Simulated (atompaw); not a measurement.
u(r) = r·R(r): atom against pseudo-atom (carbon)

Columns: radius, all-electron u(r) and pseudo u(r) of the 2s shell (level -13.74 eV) of carbon in the configuration [He] 2s2 2p2; PBE, non-relativistic, PAW (atompaw) scheme, atompaw 4.2.0.5.

| r (bohr) | all-electron | pseudo |
| --- | --- | --- |
| 0.115 | 0.3435 | -0.0253 |
| 0.231 | 0.2716 | -0.0510 |
| 0.346 | 0.0626 | -0.0766 |
| 0.462 | -0.1697 | -0.1027 |
| 0.577 | -0.3745 | -0.1289 |
| 0.692 | -0.5392 | -0.1555 |
| 0.808 | -0.6629 | -0.1827 |
| 0.923 | -0.7462 | -0.2099 |
| 1.038 | -0.7958 | -0.2372 |
| 1.154 | -0.8180 | -0.2647 |
| 1.269 | -0.8186 | -0.2916 |
| 1.385 | -0.8029 | -0.3180 |
| 1.500 | -0.7757 | -0.3428 |
| 1.615 | -0.7406 | -0.3657 |
| 1.731 | -0.7001 | -0.3861 |
| 1.846 | -0.6570 | -0.4028 |
| 1.962 | -0.6122 | -0.4152 |
| 2.077 | -0.5678 | -0.4222 |
| 2.192 | -0.5244 | -0.4232 |
| 2.308 | -0.4821 | -0.4175 |
| 2.423 | -0.4421 | -0.4050 |
| 2.538 | -0.4043 | -0.3862 |
| 2.654 | -0.3686 | -0.3618 |
| 2.769 | -0.3357 | -0.3341 |
| 2.885 | -0.3049 | -0.3048 |
| 3.000 | -0.2768 | -0.2768 |

(1) How many radial nodes do the two functions have?

(2) Where does each function peak?

(3) Is the pseudo-wave norm-conserving?

## Answers

(1) The all-electron 2s function has n − l − 1 = 1; the pseudo-wave has 0, since the states of the same l below it are removed with the core.

(2) Outermost all-electron maximum near 1.27 bohr, pseudo maximum near 2.19 bohr (to the table’s step).

(3) No, it belongs to a PAW set: the norm inside the radius is not constrained, and the difference is carried by the augmentation charge.
